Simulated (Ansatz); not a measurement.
Calculated with Ansatz (gas phase, PBE0-D4/def2-TZVP geometries, no zero-point term in ΔE). CBS: MP2 limit from def2 TZ/QZ plus the TZ coupled-cluster correction, frozen cores. This one scheme is used for every species. def2 core potentials past Kr. For Sn outer-core shells are correlated without core-valence functions, which leaves a few kJ/mol of doubt a bond. Each species was taken in one conformer, which may not be the lowest.

Reaction (ligand exchange at the Sn–S bond): `[SH][Sn][Cl]` + `O[SiH3]` → `[SiH3][O][Sn][Cl]` + H₂S

`[SH][Sn][Cl]`:

```xyz
4

S    -0.242    1.109   -1.080
Sn    1.445   -0.340   -0.106
Cl    0.012   -1.407    1.465
H    -1.214    0.638   -0.279
```

`O[SiH3]`:

```xyz
6

O     0.808    0.952   -0.289
Si   -0.343   -0.196   -0.019
H     1.651    0.853    0.155
H     0.117   -1.546   -0.447
H    -1.519    0.212   -0.820
H    -0.714   -0.275    1.421
```

`[SiH3][O][Sn][Cl]`:

```xyz
7

Si    0.694   -0.297   -0.607
O    -0.846   -0.698   -0.200
Sn   -2.277   -0.127    1.017
Cl   -1.093    1.673    2.026
H     1.602   -0.402    0.566
H     1.160   -1.239   -1.659
H     0.761    1.090   -1.143
```

H₂S:

Z-matrix (Å, degrees):
```
S
H 1 1.341
H 1 1.341 2 92.3
```

```tsv
species	CCSD(T)/CBS(def2) energy (Eh)
`[SH][Sn][Cl]`	-1072.27294
`O[SiH3]`	-366.69042
`[SiH3][O][Sn][Cl]`	-1039.98803
H₂S	-398.97279
```

**Question.** Work out ΔE.

**Answer.** ΔE = (-1039.98803) + (-398.97279) − (-1072.27294) − (-366.69042) = 0.00254 Eh = +6.7 kJ/mol.

Largest T1 diagnostic among the species: 0.015.

The D4 term adds −4.2 kJ/mol with B3LYP and −2.6 kJ/mol with PBE0; it sums over pairs of atoms, weighted by their polarisabilities, and B3LYP, whose exchange is more repulsive, gets the larger term. Leaving LDA and LC-ωPBE aside and taking each functional with its dispersion term where it has one, the values, not all of them listed here, spread over 16.9 kJ/mol, from CAM-B3LYP-D4 to HSE06-D4.

B3LYP here is the variant with VWN-RPA as its local correlation; programs differ in this.
